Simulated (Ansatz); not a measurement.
Gas-phase electronic energies from Ansatz, PBE0-D4/def2-TZVP geometries. CCSD(T)/CBS adds triple-zeta CCSD(T) − MP2 to the extrapolated MP2 energy (def2 sets, frozen cores). This one scheme is used for every species. DFT in def2-TZVPP. B3LYP here is the variant with VWN-RPA as its local correlation; programs differ in this. For Br outer-core shells are correlated without core-valence functions, which leaves a few kJ/mol of doubt a bond. Scalar relativity is left out up to krypton. One conformer a species, not always the lowest.

Reaction (ligand exchange at the Si–O bond): `CO[SiH](O)Br` + `O[SiH3]` → `CO[SiH](Br)O[SiH3]` + H₂O

`CO[SiH](O)Br`:

```xyz
10

C    -0.305   -1.253   -1.030
O     0.486   -0.205   -0.511
Si    0.235    0.604    0.873
O     1.279    1.840    0.970
Br   -1.873    1.329    0.879
H    -0.293   -2.124   -0.368
H    -1.340   -0.930   -1.173
H     0.114   -1.541   -1.995
H     0.427   -0.224    2.076
H     1.270    2.503    0.278
```

`O[SiH3]`:

Cartesian coordinates in Å:
```
O 1.105 -0.399 -0.513
Si -0.223 0.181 0.271
H 0.968 -0.877 -1.331
H -0.981 1.147 -0.571
H 0.286 0.863 1.483
H -1.154 -0.914 0.661
```

`CO[SiH](Br)O[SiH3]`:

Z-matrix (Å, degrees):
```
C
O 1 1.412
H 1 1.094 2 111.0
H 1 1.095 2 111.4 3 -121.5
H 1 1.090 2 107.9 3 119.3
Si 2 1.620 1 126.0 3 61.6
O 6 1.609 2 108.3 1 -174.5
Br 6 2.227 2 109.1 1 -54.8
H 6 1.473 2 112.5 1 64.1
Si 7 1.647 6 143.7 2 71.7
H 10 1.484 7 110.3 6 -25.8
H 10 1.483 7 109.2 6 94.9
H 10 1.482 7 107.6 6 -145.9
```

H₂O:

Z-matrix (Å, degrees):
```
O
H 1 0.960
H 1 0.960 2 105.1
```

Question: Is it downhill or uphill in electronic energy at CCSD(T)/CBS, and by how much? (Estimate.)

Answer: The calculation gave: Downhill: ΔE = -22.8 kJ/mol.

Question: What do these levels give: r2SCAN-D4, PBE0-D4, B3LYP-D4, ωB97X-V, PBE, r2SCAN, PBE0, CCSD/def2-TZVPP, CCSD(T)/def2-TZVPP, HF/def2-QZVPP, HF/CBS(def2), CCSD/CBS(def2)? (An estimate is asked.)

Answer: Computed: r2SCAN-D4 -15.8, PBE0-D4 -17.8, B3LYP-D4 -21.1, ωB97X-V -17.2, PBE -8.8, r2SCAN -13.9, PBE0 -12.4, CCSD/def2-TZVPP -20.4, CCSD(T)/def2-TZVPP -20.3, HF/def2-QZVPP -20.8, HF/CBS(def2) -21.0, CCSD/CBS(def2) -22.9 kJ/mol.

Largest T1 diagnostic among the species: 0.011.

From PBE to PBE0 (25 % exact exchange), in def2-TZVPP and without D4, ΔE moves by −3.5 kJ/mol. The D4 term adds −9.0 kJ/mol with B3LYP and −5.4 kJ/mol with PBE0; it sums over pairs of atoms, weighted by their polarisabilities, and B3LYP, whose exchange is more repulsive, gets the larger term.
